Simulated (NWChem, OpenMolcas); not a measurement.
## How basis sets differ on CH3FGeO (SMILES C[O][Ge][F])

CH3FGeO has 7 atoms, charge 0, and is taken as a singlet. SMILES: `C[O][Ge][F]`. The coordinates come from a PBE0-D4/def2-TZVP relaxation. This is one conformer, not always the lowest.

Quantity: the HOMO–LUMO gap, in eV. The values are calculated.

```csv
level,kind,program,value (eV),CPU time
HF/ANO-R0 (sfX2C),Hartree–Fock,OpenMolcas,11.68,3.6 s
HF/ANO-RCC-MB (DKH2),Hartree–Fock,OpenMolcas,12.18,8.2 s
HF/STO-3G,Hartree–Fock,OpenMolcas,12.58,1.5 s
HF/3-21G,Hartree–Fock,NWChem,11.77,7.1 s
HF/6-31G* (spherical functions),Hartree–Fock,OpenMolcas,11.93,6.7 s
HF/def2-SVP,Hartree–Fock,NWChem,12.05,22 s
```

All-electron rows without a relativistic Hamiltonian named are non-relativistic. The values span 11.68 to 12.58 eV. A Hartree–Fock LUMO above zero doesn't converge with the basis: it sinks as sets grow more diffuse. Orbital gaps aren't excitation energies. Times are those of the runs behind each value, whatever else they computed, on shared processors of several kinds: orders of magnitude only.
